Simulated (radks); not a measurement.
Results of a calculation; reference values are marked as such.
Species: Fe3+. Configuration: [Ar] 3d5. Level of theory: non-relativistic Kohn-Sham, PBE, spin-polarised, spherical densities, point nucleus; open shells are filled with parallel spins first (a radial shooting solver on a logarithmic mesh with Libxc functionals).

Unscreened Slater integrals over Kohn-Sham orbitals (eV). They are taken over the spin-up orbitals.

integral    value
F0(3d,3d)  25.745
F2(3d,3d)  12.080
F4(3d,3d)  7.5491
F0(3d,3p)  27.209
F2(3d,3p)  12.992
G1(3d,3p)  16.057
G3(3d,3p)  9.7884
F0(3d,3s)  27.708
G2(3d,3s)  12.224
F0(3d,2p)  35.580
F2(3d,2p)  6.9060
G1(3d,2p)  5.1263
G3(3d,2p)  2.9112
F0(3p,3p)  29.049
F2(3p,3p)  14.576
F0(3p,3s)  29.597
G1(3p,3s)  19.641
F0(3p,2p)  39.434
F2(3p,2p)  7.8687
G0(3p,2p)  3.0567
G2(3p,2p)  3.2066
F0(3s,3s)  30.196
F0(3s,2p)  40.182
G1(3s,2p)  3.3057
F0(2p,2p)  104.87
F2(2p,2p)  49.438

Derived for the open shells (J is the average intra-shell exchange parameter used in DFT+U). 3d: Racah B = F2/49 - 5 F4/441 = 0.1609 eV, C = 35 F4/441 = 0.5991 eV, C/B = 3.72, F4/F2 = 0.625, J = (F2 + F4)/14 = 1.402 eV.
